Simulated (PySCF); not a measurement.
**AlSe: from constants to spectrum**

UHF-CCSD(T) constants of AlSe, ²Σ⁺ (doublet), unpaired electrons σ ↑ (PySCF, no relativity, basis sets Al pcseg-1, Se pcseg-1; masses 26.9815 and 79.9165 u):

| Quantity | Value |
| --- | --- |
| ωe | 480.3 cm⁻¹ |
| ωexe | 2.26 cm⁻¹ |
| Be | 0.17531 cm⁻¹ |
| αe | 0.000926 cm⁻¹ |
| De to Al + Se | 3.38 eV |

Q: What force constant and bond length do these constants imply?

A: Reduced mass μred = 20.171 u; k = 5.8918×10⁻⁷·μred·ωe² (u, cm⁻¹, mdyn/Å) = 2.74 mdyn/Å; Re = √(16.8576/(μred·Be)) (u, cm⁻¹, Å) = 2.183 Å.

Q: Estimate the centrifugal constant D from the Kratzer relation and find the Dunham coefficient a1.

A: D = 4Be³/ωe² = 9.34e-08 cm⁻¹; a1 = −1 − αeωe/(6Be²) = -3.41.

Correlated steps freeze 14 core orbitals. Correlated levels converge slowly with the basis: in double zeta they bind strong bonds too weakly, by up to about 1 eV, and carry superposition errors of some tenths. Spin–orbit coupling is left out. The state is the lowest determinant that a PBE0 search found; another state may lie lower at other levels.
